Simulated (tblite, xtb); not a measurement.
C2H8Si2, charge -1, doublet, at the geometry of the source list (a state made from the parent by changing its charge; the spin is typed, not shown lowest). Base run: xtb with GFN1-xTB.

Input for xtb:
```
$ xtb mol.xyz --gfn 1 --chrg -1 --uhf 1 --json

# file mol.xyz
12

C      0.25520000     0.36050000     1.25210000
Si     1.34730000    -0.24900000    -0.20320000
C     -0.25960000    -0.38980000    -1.24230000
Si    -1.34250000     0.28120000     0.19250000
H      0.50550000     1.34690000     1.63190000
H      0.25060000    -0.30470000     2.11220000
H      2.30460000     0.74140000    -0.69870000
H      2.03750000    -1.52020000     0.03680000
H     -0.27460000     0.21000000    -2.14790000
H     -0.50430000    -1.40500000    -1.54560000
H     -1.95990000     1.58210000    -0.07140000
H     -2.36000000    -0.65340000     0.68360000
```

Programs used: tblite, xtb; a row that names a program was run with it.

The base run was repeated with changes; each row names its change, and settings that it needs were set with it.

```json
[
 {"change": "base", "ΔE vs base (kcal/mol)": "0.000", "G_solv (kcal/mol)": "-", "SCF cycles": "8"},
 {"change": "alpb = toluene", "ΔE vs base (kcal/mol)": "-30.75", "G_solv (kcal/mol)": "-30.76", "SCF cycles": "9"},
 {"change": "file = coord", "ΔE vs base (kcal/mol)": "0.000", "G_solv (kcal/mol)": "-", "SCF cycles": "8"},
 {"change": "etemp = 5000", "ΔE vs base (kcal/mol)": "-7.71", "G_solv (kcal/mol)": "-", "SCF cycles": "9"},
 {"change": "program = tblite; method = gfn1; option = (--alpb, water)", "ΔE vs base (kcal/mol)": "-37.77", "G_solv (kcal/mol)": "-", "SCF cycles": "-"},
 {"change": "acc = 0.1", "ΔE vs base (kcal/mol)": "0.000", "G_solv (kcal/mol)": "-", "SCF cycles": "10"},
 {"change": "acc = 0.0001", "ΔE vs base (kcal/mol)": "0.000", "G_solv (kcal/mol)": "-", "SCF cycles": "15"},
 {"change": "acc = 1000", "ΔE vs base (kcal/mol)": "0.000", "G_solv (kcal/mol)": "-", "SCF cycles": "5"},
 {"change": "program = tblite; method = gfn1; option = (--etemp, 2000)", "ΔE vs base (kcal/mol)": "-0.415", "G_solv (kcal/mol)": "-", "SCF cycles": "-"},
 {"change": "gbsa = toluene", "ΔE vs base (kcal/mol)": "-40.91", "G_solv (kcal/mol)": "-41.03", "SCF cycles": "9"}
]
```

ALPB and GBSA are two models with their own fitted parameters for each solvent, which aren't always the measured dielectric constant.
